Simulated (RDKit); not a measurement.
Job for RDKit: MMFF94 on CH3F (SMILES CF).

```python
from rdkit import Chem
from rdkit.Chem import AllChem, rdDetermineBonds

blocks = [
'''5

C    -0.48866229   -0.55001754    3.52718863
F     0.05073676    0.63016170    2.99506058
H     0.22773546   -0.95935881    4.23789758
H    -1.42564738   -0.30089766    4.02309814
H    -0.66048724   -1.24801322    2.70866024
''',
]
mol = None
for b in blocks:
    f = Chem.MolFromXYZBlock(b)
    rdDetermineBonds.DetermineBonds(f, charge=0)
    mol = f if mol is None else Chem.CombineMols(mol, f)
Chem.SanitizeMol(mol)
print(Chem.MolToSmiles(Chem.RemoveHs(mol)))
ff = AllChem.MMFFGetMoleculeForceField(mol, AllChem.MMFFGetMoleculeProperties(mol), nonBondedThresh=100.0, ignoreInterfragInteractions=False)
e = ff.CalcEnergy()
print(f'MMFF94 energy {e:.6f} kcal/mol')
```

The log:

```
CF
MMFF94 energy 0.887927 kcal/mol
```

The run finished.

Cost: roughly 0.05 core-seconds.
